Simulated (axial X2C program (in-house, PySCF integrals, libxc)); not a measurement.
## WB⁺: properties at the nuclei

Computed with an in-house all-electron X2C program for linear molecules (integrals from PySCF): two-component X2C with atomic mean-field Coulomb and Gaunt terms, Gaussian nuclei, basis W dyall-cv3z, B dyall-v3z with contracted cores.

R = 2.084 Å (near the PBE0 minimum at charge 1 of the determinant lowest at the starting distance; the state shown can have its own minimum elsewhere).

Determinant lowest in the PBE0 search, Ω = 3 (⟨Sz⟩ = 2.96, ⟨Lz⟩ = 0.04 at PBE0), spin on the atoms W 2.37, B 0.59:

```csv
level,Eeff magnitude (GV/cm),Ws magnitude W (kHz),A∥/gI W (MHz),qzz W (a.u.),A∥/gI B (MHz),qzz B (a.u.)
PBE0,6.06,1.04,2110,0.29,44.5,-0.33
HF,10.8,4.96,1610,-1.67,27.1,-0.49
BHandHLYP,1.37,0.654,2030,-0.25,46.7,-0.40
PBE50,1.71,1.66,2000,-0.21,38.5,-0.38
r2SCAN,10,2.51,2320,0.36,50.6,-0.32
```

Determinant 0.55 eV from it at PBE0 and this distance, Ω = 2 (⟨Sz⟩ = 1.95, ⟨Lz⟩ = 0.05 at PBE0), spin on the atoms W 2.13, B -0.18:

| level | Eeff magnitude (GV/cm) | Ws magnitude W (kHz) | A∥/gI W (MHz) | qzz W (a.u.) | A∥/gI B (MHz) | qzz B (a.u.) |
| --- | --- | --- | --- | --- | --- | --- |
| PBE0 | 14 | 5.89 | 902 | -0.14 | -101 | -0.45 |
| HF | 17.6 | 7.51 | 568 | -2.55 | -110 | -0.63 |
| BHandHLYP | 15.6 | 6.66 | 531 | -0.87 | -98.9 | -0.50 |
| PBE50 | 14.5 | 6.17 | 674 | -0.87 | -100 | -0.51 |
| r2SCAN | 15.5 | 6.59 | 1620 | 0.35 | -100 | -0.43 |

Eeff is the effective electric field on the electron electric dipole moment in this Ω state and Ws the scalar–pseudoscalar constant of the nucleus named (defined with the proton number Z and per Ω); A∥ (defined per Ω) follows by multiplying with gI = μI/(I μN); qzz is the electric field gradient, eQq0 = 234.96 MHz × Q/barn × qzz. The operators were transformed with the bare-nucleus X2C matrices; with these basis sets, hyperfine constants and field gradients can be off by tens of per cent, and where levels differ in sign neither size nor sign is settled.

Task: With gI(183W) = 0.2356, gI(11B) = 1.7924, Q(11B) = 0.04059 barn (g factors from the IAEA table of nuclear moments by Stone; Q from Pyykkö, Mol. Phys. 2018), turn the PBE0 values of the first state into constants in MHz.

Result: A∥(183W) = 2110 × 0.2356 = 497 MHz; A∥(11B) = 44.5 × 1.7924 = 79.8 MHz; eQq0(11B) = 234.96 × (0.04059) × (-0.33) = -3.15 MHz.

Each state is one determinant with collinear spin, which with several unpaired electrons need not be a pure state. Unrestricted Hartree–Fock can overshoot spin polarisation at the nuclei. In the state Ω = 3 the sign of Eeff differs between levels (HF, PBE50 against PBE0). This is the top spin component of a Σ state; components of lower Ω are not single determinants and can lie lower. With several open shells hyperfine constants can be off by a factor of several. Where Eeff spreads by more than a factor of two the levels disagree and none is to be relied on. Open-shell Ω = 0 determinants with evenly filled partner blocks cannot be reached by this program, so the Ω shown need not be the lowest component. The search compared states at one distance, so a state with another bond length can lie lower. The sign of Ws at W differs between levels in the first state. Further determinants of the search, some of them spin-mixed, are not shown. Where a field gradient or hyperfine factor spreads by more than a factor of two over the levels, a constant derived from it is not to be relied on. PBE0 term energies can be off by some tenths of an eV.
